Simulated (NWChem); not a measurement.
System: CH₄F₂OSi; SMILES F[SiH](CO)F

```xyz
9

O      0.1202     2.1749     0.1551
C     -0.6203     1.1189    -0.4058
Si     0.0244    -0.4693     0.3413
F     -0.9618    -1.6635    -0.1265
F      1.4835    -0.8157    -0.2571
H     -0.1632     3.0030    -0.2443
H     -0.5189     1.0479    -1.5085
H     -1.7083     1.1886    -0.1963
H      0.1140    -0.4687     1.8176
```
Atoms are numbered in this order, from 1.

All runs: NWChem. Pople sets run with spherical d functions. Coordinates come from a PBE0/def2-SVP optimisation. Total energies compare along this basis series because the functional is fixed.

| level | basis functions | energy (Ha) | highest occupied level (eV) | orbital gap (eV) | dipole (D) |
|---|---|---|---|---|---|
| PBE/STO-3G | 33 | -596.6456 | -2.09 | 8.24 | 1.46 |
| PBE/3-21G | 57 | -601.2541 | -5.84 | 6.19 | 2.94 |
| PBE/6-31G* | 82 | -604.5100 | -6.29 | 6.25 | 2.73 |
| PBE/6-31+G* | 102 | -604.5417 | -6.89 | 5.80 | 2.98 |
| PBE/6-311G** | 122 | -604.6457 | -6.59 | 6.04 | 2.91 |
| PBE/6-311++G** | 146 | -604.6617 | (withheld) | 5.78 | 3.00 |

Task: Fill in the missing entries.

Result: 
- PBE/6-311++G**, highest occupied level (eV): -6.98
